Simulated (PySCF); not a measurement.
Mn (manganese, neutral): UHF calculation

Configuration: [Ar] 3d5 4s2, high-spin 6S determinant. Computed with PySCF 2.14 in cc-pVDZ, with the non-relativistic Hamiltonian (point nucleus).

```
Total energy                                     : -1149.867692 hartree
One-electron energy                              : -1585.3156 hartree
Hartree (Coulomb) energy                         : 486.4391 hartree
Exchange energy                                  : -50.9913 hartree
Kinetic energy                                   : 1149.88569 hartree
⟨S²⟩                                             : 8.7708
⟨L²⟩                                             : 0.000
Sum of ⟨r⟩                                       : 21.81 bohr
Sum of ⟨r²⟩                                      : 43.25 bohr²
Density at the nucleus (Gaussians lack the cusp) : 10500 bohr⁻³
Spin density at the nucleus                      : 1.22 bohr⁻³
Langevin diamagnetic susceptibility              : -34.3 ×10⁻⁶ cm³/mol
Time after the integrals                         : 0.18 s of wall time on 1 thread of AMD EPYC 7B13 (shared host)
```

```
shell  electrons  mean orbital energy (eV)  rms radius, mean of both spins (bohr)
 1s α          1                   -6545.3                                 0.0713
 1s β          1                   -6545.3                                 0.0713
 2s α          1                   -793.99                                  0.305
 2s β          1                   -790.30                                  0.305
 2p α          3                   -677.04                                  0.274
 2p β          3                   -673.40                                  0.274
 3s α          1                   -109.47                                  0.924
 3s β          1                   -98.392                                  0.924
 3p α          3                   -74.248                                  0.992
 3p β          3                   -60.828                                  0.992
 3d α          5                   -17.489                                   1.28
 4s α          1                    -7.454                                   3.66
 4s β          1                    -6.153                                   3.66
```
